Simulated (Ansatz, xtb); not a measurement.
## C5H7GeP: 3 structures ranked

3 gas-phase structures of C5H7GeP, from a drawn sample of its isomers (lower ones may exist). Each was relaxed with GFN2-xTB:

A. `[GeH3][C]1=CC=CP=C1`, a singlet
B. `[GeH3][C]1=CC=CC=P1`, a singlet
C. `[GeH3][C]1=CC=PC=C1`, a singlet

**Question.** Estimate their order in r2SCAN-D4/def2-SVP energy at these geometries, lowest first.

**Answer.** Calculated order at r2SCAN-D4/def2-SVP: B (0.0), A (5.0), C (5.2) kJ/mol. Less than 1 kcal/mol parts A and C, so the order within that pair means little.

Energies above the lowest of each column, in kJ/mol; the last columns are at B3LYP/def2-SVP geometries:

```
structure  GFN2-xTB  HF/STO-3G  r2SCAN-D4/def2-SVP  B3LYP/def2-SVP  CCSD(T)/def2-SVP + ΔMP2/def2-TZVPP
        B       0.0        3.9                 0.0             0.0                                 0.0
        A       0.7        1.8                 5.0             4.1                                 4.3
        C       0.2        0.0                 5.2             4.3                                 4.4
```

CCSD(T)/def2-SVP + ΔMP2/def2-TZVPP puts B lowest; HF/STO-3G picks C. A keeps a small imaginary mode. C keeps a small imaginary mode. ΔMP2 is the change of the MP2 energy from the smaller to the larger basis.

Programs: Ansatz 0.2.0, xtb 6.7.1.
